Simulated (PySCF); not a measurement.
Gas-phase reaction: 2 BBr3 + 4 H ⇌ 3 Br2 + 2 BH2

Energies from PySCF, thermal terms from the rigid-rotor harmonic-oscillator model, ideal gas at 1 bar. † marks an energy on the PBE0/def2-TZVP geometry and frequencies; other levels use their own. Open shells (unrestricted): H (multiplicity 2), BH2 (multiplicity 2); the rest are closed-shell singlets. Br: all electrons, no relativistic terms.

ωB97X-V/def2-TZVP† gives ΔH°(298 K) = 296 kJ.

### Question
What do ωB97M-V/def2-TZVP†, PBE/def2-SVP, r2SCAN/def2-TZVP† give?

### Answer
ωB97M-V/def2-TZVP†: 302 kJ; PBE/def2-SVP: 373 kJ; r2SCAN/def2-TZVP†: 306 kJ. For scale, ΔH°(298 K) is 296 kJ at this level, 302 kJ at ωB97M-V/def2-TZVP†, and runs from -126 to 483 kJ over the 20 levels computed.
